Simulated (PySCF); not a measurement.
**Optical rotation: `C[C@@H]1[C@@H]2C[C@H]1[C@H](N)C2`, C7H13N**

Geometry:
```tsv
atom	x (Å)	y (Å)	z (Å)
C1	-2.027	0.347	-1.183
C2	-0.858	-0.193	-0.379
C3	-0.605	0.418	1.014
C4	0.162	1.544	0.305
C5	0.534	0.409	-0.660
C6	1.440	-0.453	0.250
N7	1.769	-1.788	-0.198
C8	0.546	-0.454	1.519
H9	-2.037	1.432	-1.218
H10	-1.979	-0.026	-2.205
H11	-2.964	0.012	-0.742
H12	-0.908	-1.286	-0.395
H13	-1.417	0.622	1.707
H14	0.976	2.012	0.856
H15	-0.471	2.310	-0.130
H16	0.883	0.602	-1.672
H17	2.393	0.055	0.432
H18	0.929	-2.310	-0.427
H19	2.346	-1.749	-1.031
H20	1.051	-0.022	2.381
H21	0.230	-1.465	1.773
```

Method used: PySCF 2.14.0, TDDFT PBE0/def2-SVPD circular dichroism and optical rotation, one conformer, gas phase. Geometry: GFN2-xTB.

The molecule is flexible and this is one conformer; a measurement averages over conformers. States above about 6.7 eV (minus the energy of the highest occupied orbital) lie near or above the ionisation threshold and depend on the basis.

Stereocentres: C2 R, C3 R, C5 R, C6 R.

Q: Give the optical rotatory dispersion at 633, 589.3, 546, 436, 405, 365, 355 nm.

A: [α] in deg dm⁻¹ (g/mL)⁻¹:
```
λ (nm)  origin-invariant length gauge  modified velocity gauge  length gauge (centre of mass)  isotropic polarisability (au)
   633                          +26.5                    +17.6                          +26.4                           86.9
 589.3                          +30.4                    +19.9                          +30.2                           87.1
   546                          +35.1                    +22.6                          +34.8                           87.5
   436                          +52.1                    +30.6                          +51.7                           88.8
   405                          +58.4                    +32.3                          +58.0                           89.4
   365                          +66.8                    +31.9                          +66.2                           90.5
   355                          +68.6                    +30.8                          +68.0                           90.8
```

Q: And for the mirror image at 589.3 nm?

A: -30.4 deg dm⁻¹ (g/mL)⁻¹ (origin-invariant length gauge): the same size and the opposite sign.

Q: What is the molar rotation [Φ] = [α]·M/100 of the geometry above at 589.3 nm?

A: With M = 111.19 g/mol, +33.8 deg cm² dmol⁻¹ (origin-invariant length gauge).

The first excitation lies at 6.25 eV (198 nm) with R = -4.1 × 10⁻⁴⁰ esu² cm² (velocity form).
